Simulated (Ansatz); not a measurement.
# Energy profile

The step: AlHF₂ ([F][AlH][F]) + HF + HF → AlF₃ ([F][Al]([F])[F]) + HF + H₂; bonds formed: H2–H7, H5–F8; dative contacts that become bonds: Al1–F6; bonds broken: Al1–H2, H5–F6, H7–F8 (atoms numbered as in the saddle structure below).

| atom | x (Å) | y (Å) | z (Å) |
| --- | --- | --- | --- |
| Al1 | -0.7408 | -0.4764 | -0.5005 |
| H2 | 0.4652 | 0.5257 | -1.0535 |
| F3 | -0.4927 | -2.0208 | -0.9888 |
| F4 | -2.2070 | 0.2459 | -0.6165 |
| H5 | 0.6247 | 0.2637 | 1.2641 |
| F6 | -0.2381 | -0.3840 | 1.2531 |
| H7 | 1.0922 | 0.8515 | -0.1676 |
| F8 | 1.4966 | 0.9948 | 0.8098 |

Electronic energies by CCSD(T) at an estimated basis limit (MP2 extrapolated from triple and quadruple zeta, plus CCSD(T) − MP2 in triple zeta), on PBE0-D4/def2-TZVP structures; AlH3F4, closed shell; no counterpoise correction. Program: Ansatz 0.2.0. Basis: def2-TZVPP and def2-QZVPP. Cores are frozen in the correlated methods. Extrapolation: Hartree–Fock as exp(−7.88 √X), correlation as X^−2.97.

Problem. Give the profile in eV, counted from the separated reactants. (Judge from chemistry; the value comes from the calculation.)

Solution. By the calculation:
| point | eV |
| --- | --- |
| separated: AlHF2 (linked as [F][AlH][F]; Al1, H2, F3, F4; singlet) + HF (H5, F6; singlet) + HF (H7, F8; singlet) | 0.000 |
| start structure | -1.072 |
| saddle | -0.986 |
| end structure | -2.057 |
| separated: AlF3 (linked as [F][Al]([F])[F]; Al1, F3, F4, F6; singlet) + H2 (H2, H7; singlet) + HF (H5, F8; singlet) | -1.552 |
The saddle lies below the separated reactants: the barrier is submerged.

The T1 diagnostic stays at or below 0.013.

For scale, one of the runs: CCSD(T)/def2-TZVPP, 208 basis functions, launched by `ansatz run in.yaml --threads 4 --pin off --events-out ev --progress --plain --max-ram 9574MiB`. The run took 24 s on 4 CPU threads of an Intel Xeon 6975P-C (shared host), with 3.4 GiB of host memory at its peak.
